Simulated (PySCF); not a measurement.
## C2H9N2Si: g tensor and hyperfine couplings

Compound: C2H9N2Si (doublet state).
Atom-mapped SMILES: `[CH2:1][NH:2][SiH2:3][NH:4][CH3:5]` (hydrogens: H6, H7 on C1; H8 on N2; H9, H10 on Si3; H11 on N4; H12, H13, H14 on C5)

Cartesian coordinates in Å at the GFN2-xTB level; atoms count from 1:
```xyz
14
C2H9N2Si angstrom
C     -2.8591    0.1707    0.1003
N     -1.5289    0.4918    0.0501
Si    -0.2384   -0.5524   -0.4293
N      1.1449    0.4304   -0.1500
C      2.4696   -0.0023   -0.5155
H     -3.1186   -0.8657    0.0510
H     -3.5605    0.8901    0.4718
H     -1.3544    1.4842    0.1009
H     -0.2056   -0.8896   -1.8601
H     -0.3721   -1.7882    0.3600
H      1.1644    0.9801    0.6968
H      2.9187   -0.6687    0.2301
H      3.1261    0.8606   -0.6455
H      2.4132   -0.5415   -1.4577
```

The hyperfine couplings belong to this conformer and change with its torsions.

Theory: PySCF 2.14.0, UKS B3LYP, pcH-1 on C H N Si, non-relativistic, mean-field spin-orbit, GIAO. The structure is a single GFN2-xTB conformer in the gas phase; no vibrational or solvent corrections. The geometry wasn't refined by DFT: couplings that depend on bond lengths, twists or pyramidal angles can differ widely from those at the functional's own minimum. No stability test was run, so a lower SCF solution isn't excluded.

- g1, g2, g3: 2.00217, 2.00298, 2.00338
- g_iso: 2.00284
- Form of g: rhombic: the two nearest values differ by 33 % of g3 − g1
- ⟨S²⟩: 0.7531 (exact 0.7500)
- α and β electrons: 25, 24

Isotropic coupling and dipolar principal values T1 to T3, in MHz:

```tsv
atom	isotope	a_iso	of which spin–orbit	T1	T2	T3	Mulliken spin population
C1	13C	93.7	-0.1	-70.1	-69.5	139.6	0.89
N2	14N	3.8	0.0	-11.5	-10.8	22.3	0.15
Si3	29Si	6.4	0.0	-3.2	1.3	1.9	0.01
N4	14N	-0.1	0.0	-0.5	-0.2	0.7	0.00
C5	13C	-0.6	0.0	-0.2	-0.1	0.3	0.00
H6	1H	-50.5	0.0	-34.1	0.4	33.7	-0.04
H7	1H	-47.2	0.0	-34.3	0.8	33.5	-0.04
H8	1H	-11.0	0.0	-12.6	-5.7	18.3	-0.01
H9	1H	12.8	0.0	-2.3	-1.8	4.1	0.01
H10	1H	3.6	0.0	-2.4	-2.1	4.5	0.00
H11	1H	0.3	0.0	-2.1	-0.8	2.9	0.00
H12	1H	1.2	0.0	-0.5	-0.5	1.0	0.00
H13	1H	0.3	0.0	-0.5	-0.5	0.9	0.00
H14	1H	0.4	0.0	-0.6	-0.5	1.2	0.00
```

Largest spin populations (Mulliken): C1 (+0.89) and N2 (+0.15). The angles at C1 add up to 357.4°, so it is nearly planar; its axial dipolar tensor and the negative couplings of its protons fit spin in a p orbital normal to that plane.

Axes: g2 points within 11° of the C1–N2 bond.

Under fast tumbling the dipolar parts average out, and these isotropic splittings remain: 1 × 1H (H6, I = 1/2, 2 lines) with 1.80 mT, 1 × 1H (H7, I = 1/2, 2 lines) with 1.68 mT, 1 × 1H (H8, I = 1/2, 2 lines) with 0.39 mT, 2 × 1H (H9/H10, I = 1/2, 3 lines) with 0.29 mT and 1 × 14N (N2, I = 1, 3 lines) with 0.14 mT.

Class means assume fast exchange of nuclei equivalent by connectivity; if that motion is slow, each nucleus keeps its own coupling. H6 and H7 aren't averaged: C1 is flat or nearly so (angle sum 357°), and its turn about the short C1–N2 bond (1.37 Å) is taken as slow. The 1H value of +8.2 MHz is a mean of couplings from 3.6 to 12.8 MHz in this one geometry, not an average over conformers.

The 29Si coupling of Si3 (6.4 MHz) shows only in satellite lines or after enrichment, since that isotope makes up about 4.7 % of natural silicon.

The 13C coupling of C1 (93.7 MHz) shows only in satellite lines or after enrichment, since that isotope makes up about 1.07 % of natural carbon.

The spin density at the nucleus, in bohr⁻³, is negative for H6 (-0.0113), H7 (-0.0106) and Si3 (-0.0072), for instance. A restricted open-shell determinant has no negative spin density anywhere; here it arises because α and β orbitals differ (spin polarisation).

The run took 31 s (grids of density and orbitals included) on one thread, Arm Neoverse V2 (aarch64), on a shared host, and the process peaked at 0.76 GiB of memory.
